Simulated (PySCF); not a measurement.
A GIAO shielding run with PySCF 2.14.0 with density-fitted response routines (density fitting, non-relativistic, gas phase) on SMILES CC[Si@@H]1[SiH2][SiH2][Si@@H]1O[SiH3], C$_{2}$H$_{14}$OSi$_{5}$:

```
$ OMP_NUM_THREADS=1 python probes_run.py task.json out

{"job": {"kind": "nmr", "xc": "PBE0", "basis": "pcSseg-1"}, "charge": 0, "multiplicity": 1}
C     -1.870844    -1.999317    -0.975904
C     -1.784372    -0.485121    -1.120435
Si    -1.285306     0.368484     0.519754
Si    -0.637186     2.637930     0.296424
Si     1.504725     2.108842     1.142588
Si     0.900547    -0.164980     1.267570
O      1.690945    -1.011506     0.097402
Si     2.312073    -1.218041    -1.373295
H     -0.909343    -2.407123    -0.669761
H     -2.154211    -2.470547    -1.916672
H     -2.610976    -2.271128    -0.225365
H     -1.041730    -0.243799    -1.884073
H     -2.739987    -0.103922    -1.486815
H     -2.400875     0.067869     1.446097
H     -1.414080     3.621512     1.065097
H     -0.687567     3.207870    -1.059868
H      2.656292     2.496500     0.311035
H      1.825904     2.743971     2.431726
H      1.213681    -1.035107     2.412032
H      2.762900     0.088485    -1.857299
H      1.251323    -1.745537    -2.230811
H      3.407677    -2.165949    -1.201851
```

Hardware: 1 thread of an Intel Xeon, shared host. The job also computes population analyses, field gradients, ring-centre shieldings.

Question: How large is the calculation?

Answer: 104 electrons, 241 basis functions and 1372 auxiliary functions.

Question: How long does it take, and how much memory does it need?

Answer: 78 s of wall time, with 13 SCF cycles and 5 response iterations; peak memory 1.1 GiB. Times on a shared host scatter by some tens of per cent.
